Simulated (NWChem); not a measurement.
Species: C2H6Si, singlet; SMILES C[Si]C

Computed with NWChem. Pople sets run with spherical d functions. Low-valent species are run as closed-shell singlets; no triplet was tried in these runs. The geometry was optimised at B3LYP/6-31G* (spherical d). Static field.

For level B3LYP/6-31+G*:

* **isotropic polarisability (bohr³)**: 58.7
* **anisotropy (bohr³)**: 15.7

### Question
How do the values read with level B3LYP/6-31G* instead?

### Answer
| Quantity | Value |
|---|---|
| isotropic polarisability (bohr³) | 49.6 |
| anisotropy (bohr³) | 12.6 |
